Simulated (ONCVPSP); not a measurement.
What one change does to a pseudopotential (bromine, ONCV)

* Element: bromine (Br)
* Generator: ONCVPSP 4.0.1
* Type: optimised norm-conserving Vanderbilt (ONCV)
* Functional: LDA (Perdew-Wang 92)
* Relativity: scalar-relativistic
* Frozen core: [Ar] 3d10
* Valence charge: 7
* Reference configuration: 4s1 4p6
* Partial waves: 4s: rc 1.45 bohr, ncon 3, nbas 6, qcut 5.1 1/bohr, 2 projectors, debl 0.9 Ha; 4p: rc 1.20 bohr, ncon 4, nbas 9, qcut 6.8 1/bohr, 3 projectors, debl 2.1 Ha
* Local potential: polynomial inside 1.10 bohr (lpopt 3, dvloc0 3 Ha)
* Core correction: Teter function, fcfact 4.5, rcfact 1.5

Change: p: qcut 7.6.

Cutoffs: the cutoffs (Ha) at which the residual kinetic energy of the hardest occupied pseudo-wave falls to 1 and 0.1 mHa per electron; they do not see the model core or the augmentation charge, which bear on the density cutoff. Errors are all-electron minus pseudo energies relative to the spin-unpolarised reference configuration.

Question: What does the change do?

Answer: The potential gets softer (96 Ha and 187 Ha → 47 Ha and 181 Ha); both files keep a bound ghost (p); of the 4 tests that both files solve, the error grows in 0 and shrinks in 1 by more than 15 % and 0.3 meV (median size 15.7 → 15.6 meV).

```tsv
quantity	base	changed
cutoff, loose	96 Ha	47 Ha
cutoff, tight	187 Ha	181 Ha
loose cutoff by channel	s 13 Ha, p 96 Ha	s 13 Ha, p 47 Ha
bound ghosts	p	p
GHOST(+) flags under 300 eV	s at 143.0 eV	s at 143.0 eV
error for 4s2 4p5, meV [ΔE -12.42 eV]	-1.8	-1.4
error for 4s2 4p4, meV [ΔE 0.28 eV]	-4.2	-3.9
error for 4s2 4p3, meV [ΔE 23.22 eV]	-27	-27
error for 4s2 4p2, meV [ΔE 57.44 eV]	-97	-98
s: phases at 1.48 bohr within 0.05 rad from the reference energy up to (Ha; the scan ends near 5)	4.2	4.2
p: phases at 1.22 bohr within 0.05 rad from the reference energy up to (Ha; the scan ends near 5)	to the end of the scan	to the end of the scan
rms error of d²Exc/dni dnj with the model core, mHa	0.68	0.69
```

 A true bound ghost makes a file unfit for plane-wave use even where its test errors are small: the radial tests pick states by their node count and pass the ghost by.
